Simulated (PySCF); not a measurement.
# Adding and removing an electron: BI

RHF-CCSD(T); basis B def2-SVPD, I def2-SVPD with ECP28; scalar-relativistic core potentials; PySCF 2.14. Neutral (RHF): singlet (closed shell), Re = 2.144 Å, ωe = 578 cm⁻¹, De = 3.46 eV.

BI⁺ (UHF): doublet (σ ↑), Re = 1.973 Å, ωe = 800 cm⁻¹, De = 2.61 eV to B⁺ + I. The energies at the minima are -321.45581 hartree for BI and -321.12434 for BI⁺.

Task: Work out the adiabatic ionisation energy, without and with harmonic zero-point energies (1 hartree = 27.2114 eV, 1 eV = 8065.5 cm⁻¹), and the change of the bond length.

Result: At CCSD(T): 0.33147 hartree = 9.020 eV between the minima; the zero-point term (800.0 − 578.0)/2 cm⁻¹ = +0.014 eV makes it 9.034 eV. Re changes by -17.1 pm against the neutral. The electron leaves a σ orbital, and the shorter bond of the ion fits an antibonding orbital, or a change in how ionic the bond is.

Correlated steps freeze 5 core orbitals. Correlated levels converge slowly with the basis: in double zeta they bind strong bonds too weakly, by up to about 1 eV, and carry superposition errors of some tenths. These are scalar-relativistic numbers at best; spin–orbit coupling would shift them, the dissociation energy most. For an ion De counts to the pair picked by the measured ionisation energies or electron affinities, which need not be the lowest pair at this level. Where the molecule has an RHF reference, its open-shell atoms are computed with UHF. States were picked by a PBE0 search and need not be the measured ground states.

Neutral and ion stand on different kinds of reference determinant, which adds to the error of the difference.
